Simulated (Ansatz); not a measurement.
All numbers were calculated with Ansatz.

A structure relaxed at PBE0-D4/def2-TZVP, charge 0, multiplicity 1:

```xyz
8

O     0.396   -0.279   -1.780
Nb   -0.032   -0.335    0.041
O    -0.401    0.235    1.786
Cl    0.192    2.017   -0.247
Cl   -1.983   -1.462   -0.233
Cl    1.682   -1.706    0.622
H     0.587    0.434   -2.394
H    -0.442    1.096    2.206
```

Question: Give its formula and SMILES.

Answer: Cl3H2NbO2, `[OH][Nb]([OH])([Cl])([Cl])[Cl]`.

Question: Point group (tolerance 0.08 Å, 0.16 Å for H)?

Answer: C2v.

Question: Summarise the bond lengths by kind.

Answer: 2 × Nb–O 1.872 Å; 2 × H–O 0.960 Å; 3 × Cl–Nb 2.270 to 2.380 Å.
